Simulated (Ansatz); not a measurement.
Molecule: MoCl, charge 0, multiplicity 6. The spin state was set by rule; other spins were not relaxed. SMILES: [Mo][Cl]
Structure (B3LYP-D3(BJ)/def2-TZVP (Ansatz, a first-principles code) minimum search):
```
Mo
Cl 1 2.2981
```
Charge 0, spin multiplicity 6.

Computed values are from Ansatz. Correlated levels leave the core frozen unless marked. Open shells are spin-unrestricted. Spin-orbit coupling is left out. Frozen are the shells of the preceding noble gas and the d and f shells that filled before the atom's block. In def2 rows, elements after Kr have scalar-relativistic effective core potentials. CBS(X,Y): correlation extrapolated as X^-3; Hartree-Fock from the larger set.

**Question.** What is the total energy at CCSD(T)/CBS(def2-TZVPPD,def2-QZVPPD)?

**Answer.** -527.5130 Eh.

**Question.** What is the vertical ionisation energy (to the quintet) at CCSD(T)/CBS(def2-TZVPPD,def2-QZVPPD)?

**Answer.** 8.14 eV.

**Question.** What is the T1 diagnostic at CCSD/def2-QZVPPD?

**Answer.** 0.018.

**Question.** What is the dipole moment at CCSD(T)/def2-SVPD?

**Answer.** 5.17 D.

**Question.** What is the atomisation energy De at CCSD(T)/CBS(def2-TZVPPD,def2-QZVPPD)?

**Answer.** 369.6 kJ/mol.
